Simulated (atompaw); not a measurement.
**Before and after: PAW (atompaw) potential for Ag**

atompaw 4.2.0.5 input, output lines left out:

```
Ag 47
GGA-PBESOL scalarrelativistic loggrid 1500 logderivrange -3 5 201
5 5 4 0 0 0
5 0 1
5 1 0
0 0 0
c
c
c
c
v
c
c
c
v
c
v
2
3.00 2.60 2.80 2.35
y
0.1
n
y
1.75
n
y
1.6
n
custom polynom2 7 10 vanderbiltortho besselshape
3 0 troulliermartins
3.00
3.00
3.00
3.00
3.00
3.00
```

Change: local potential bessel scheme, radius 2.80 bohr.

Cutoffs: the cutoffs (Ry, on a coarse ladder) from which the occupation-weighted sum of valence levels, in a spherical-Bessel basis at the reference potential, stays within 10 and 1 mRy of its value at 400 Ry; they do not see the model core or the augmentation charge, which bear on the density cutoff.

What does the change do?

The potential gets neither clearly harder nor softer (21 Ry and 45 Ry → 21 Ry and 45 Ry); the range in which the s phases agree widens (upper end 1.3 → 2.5); neither file shows a bound ghost.

```csv
quantity,base,changed
"cutoff, loose",21 Ry,21 Ry
"cutoff, tight",45 Ry,45 Ry
bound ghosts,none,none
s: phases at 3.00 bohr within 0.05 rad from the reference energy up to (Ry; the scan ends near 5),1.3,2.5
p: phases at 3.00 bohr within 0.05 rad from the reference energy up to (Ry; the scan ends near 5),3.4,4.0
d: phases at 3.00 bohr within 0.05 rad from the reference energy up to (Ry; the scan ends near 5),3.8,3.3
lowest overlap eigenvalue by channel,"s 0.88, p 0.89, d 1.00","s 0.87, p 0.88, d 1.00"
```

 The cutoffs see the waves, projectors and local potential, not the compensation charge or the core.
